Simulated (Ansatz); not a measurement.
`[F][Zr]([SH])([Cl])[Cl]` + HCl → `[F][Zr]([Cl])([Cl])[Cl]` + H₂S at 298.15 K and 1 bar (ligand exchange at a Zr–S bond).

Gas-phase electronic energies from Ansatz, PBE0-D4/def2-TZVP geometries. CBS: MP2 limit from def2 TZ/QZ plus the TZ coupled-cluster correction, frozen cores. This one scheme is used for every species. Elements past krypton have def2 core potentials. For Zr outer-core shells are correlated without core-valence functions, which leaves a few kJ/mol of doubt a bond. One conformer a species, not always the lowest.

| species | CCSD(T)/CBS energy (Eh) | H − E (kJ/mol) | S (J/(mol·K)) |
| --- | --- | --- | --- |
| `[F][Zr]([SH])([Cl])[Cl]` | -1464.99805 | 58.9 | 402.6 |
| HCl | -460.38127 | 26.6 | 186.8 |
| `[F][Zr]([Cl])([Cl])[Cl]` | -1526.43176 | 36.9 | 368.6 |
| H₂S | -398.97279 | 49.9 | 205.7 |

H − E and S are ideal-gas, rigid-rotor, harmonic terms from PBE0-D4/def2-TZVP, for one conformer and one mirror image of each species. 1 Eh = 2625.50 kJ/mol, R = 8.31446 J/(mol·K).

By hand: ΔE, ΔH, ΔS and ΔG.

ΔE = (-1526.43176) + (-398.97279) − (-1464.99805) − (-460.38127) = -0.02523 Eh = -66.2 kJ/mol. Δ(H − E) = 36.9 + 49.9 − 58.9 − 26.6 = 1.3, so ΔH = -64.9 kJ/mol. ΔS = 368.6 + 205.7 − 402.6 − 186.8 = -15.1 J/(mol·K). ΔG = -64.9 − 298.15 × (-15.1)/1000 = -60.4 kJ/mol.

By hand: the equilibrium constant, and the temperature at which ΔG would vanish if ΔH and ΔS stayed fixed.

log₁₀ K = −ΔG/(RT ln 10) = 10.6. ΔG = 0 at ΔH/ΔS = 4298 K, far beyond where these terms or the molecules hold.

ΔH outweighs TΔS. A doubt of 5 kJ/mol in ΔE shifts log₁₀ K by 0.9 here. Other conformers and mirror images would add mixing entropy, several J/(mol·K) or more a flexible species. Modes under 60 cm⁻¹, often nearly free rotors, make the harmonic entropy too high. These are equilibria of isolated gas molecules and say nothing of rates. Largest T1 diagnostic: 0.017 (customary marks: 0.02 for closed shells, 0.045 for open ones).
